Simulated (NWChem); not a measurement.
C$_{3}$H$_{5}$BO$_{2}$; SMILES OB(C#CC)O

```xyz
11

C      0.0005     3.0152     0.0014
C      0.0147     1.5636     0.0023
C      0.0427     0.3454     0.0018
B      0.0324    -1.1936     0.0013
O      1.2037    -1.8763     0.0157
O     -1.1376    -1.8992    -0.0133
H     -0.7342     3.4073     0.7221
H     -0.2672     3.4039    -0.9939
H      0.9886     3.4221     0.2673
H      1.0482    -2.8277     0.0136
H     -1.9087    -1.3249    -0.0230
```
Atoms are numbered in this order, from 1.

Program: NWChem. Pople sets run with spherical d functions. STO-3G and 3-21G are far too small for this property and stand as cheap habits. The geometry was optimised at PBE0/def2-SVP. GIAO values for the isolated, static molecule; σ is the absolute isotropic shielding, δ = σ(reference) − σ with the isolated reference molecule computed at the same levels (11B: boron trifluoride, 13C: tetramethylsilane, 1H: tetramethylsilane, 17O: water).

| level | δ C1 (ppm) | δ C2 (ppm) | δ C3 (ppm) | δ B4 (ppm) | δ O6 (ppm) | δ H7 (rotor mean) (ppm) | δ H10 (ppm) |
|---|---|---|---|---|---|---|---|
| Hartree-Fock/STO-3G | 16.1 | 92.2 | 74.8 | 14.6 | 43.4 | 1.37 | 2.75 |
| B3LYP/6-311G** | 4.8 | 100.5 | 81.7 | 10.0 | 138.0 | 1.83 | 3.36 |
| KT2/pcSseg-1 | 6.1 | 94.0 | 75.5 | 6.9 | 137.7 | 1.99 | 3.54 |
| BHandHLYP/pcSseg-1 | 4.6 | (withheld) | (withheld) | 10.3 | (withheld) | (withheld) | (withheld) |

Task: Some entries are withheld; supply them.

Result: 
- BHandHLYP/pcSseg-1, δ C2 (ppm): 104.5
- BHandHLYP/pcSseg-1, δ C3 (ppm): 83.4
- BHandHLYP/pcSseg-1, δ O6 (ppm): 125.1
- BHandHLYP/pcSseg-1, δ H7 (rotor mean) (ppm): 1.91
- BHandHLYP/pcSseg-1, δ H10 (ppm): 3.73
